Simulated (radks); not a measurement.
Spherical jellium clusters: N electrons in a uniform positive sphere of charge N and radius rs N^(1/3), rs = 4.55 bohr. Calculated with a radial shooting solver with Libxc functionals: non-relativistic Kohn-Sham, LDA (Slater exchange, Perdew-Wang correlation), spin-polarised, spherical densities. Levels are named by radial order and angular momentum (1s, 1p, 1d, 2s, ...), and open shells are averaged over m.

N = 24, configuration 1s2 1p6 1d10 2s2 1f(up 4, down 0). This is the lowest configuration that the search found. Occupied and some empty levels:

level    occupation  eigenvalue (eV)  <r> (bohr)
1s up             1          -4.4663       8.363
1s down           1          -4.3350       8.028
1p up             3          -3.9653       9.605
1p down           3          -3.7894       9.462
1d up             5          -3.2917       10.48
1d down           5          -3.0943       10.43
2s up             1          -2.8242       8.159
2s down           1          -2.7353       8.349
1f up             4          -2.4772       11.22
1f down           0          -2.2731       11.25
2p up             0          -1.8558       9.908
2p down           0          -1.7621       9.986
1g up             0          -1.5517       11.97
1g down           0          -1.3528       12.07
2d up             0         -0.94303       12.08
2d down           0         -0.84696       12.25

Energy (eV): total -44.6781, kinetic 33.543, external -1421.1, Hartree 705.45, exchange-correlation -79.119, background 716.54.
